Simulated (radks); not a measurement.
The numbers below are computed, except where a source is named.
Ionisation of the chlorine ion Cl+, [Ne] 3s2 3p4, to Cl2+, [Ne] 3s2 3p3, under several functionals. Non-relativistic Kohn-Sham, spin-polarised, spherical densities, point nucleus; open shells are filled with parallel spins first; a radial shooting solver on a logarithmic mesh with Libxc functionals.

functional,E(Cl+) (hartree),Exc (hartree),IE (eV),-e(HOMO) (eV),<r> HOMO (bohr),IE error (eV)
BP86,-459.71895,-27.88205,23.836,18.348,1.724,+0.022
SCAN,-459.70448,-27.88383,23.345,18.118,1.729,-0.469
Wu-Cohen GGA,-459.21446,-27.36611,23.653,18.199,1.722,-0.160
revTPSS,-459.52463,-27.68095,23.507,18.145,1.730,-0.307
MS2 meta-GGA,-459.66611,-27.84132,23.398,18.097,1.729,-0.416
TPSS,-459.69537,-27.86216,23.550,18.175,1.729,-0.264

NIST Atomic Spectra Database: 23.814 eV (measured). Closest: BP86. The Delta-SCF values span 0.49 eV, the total energies 0.50 hartree. The highest occupied level is 3p. Open shells are spherical and high-spin; term and fine-structure splittings are not resolved.
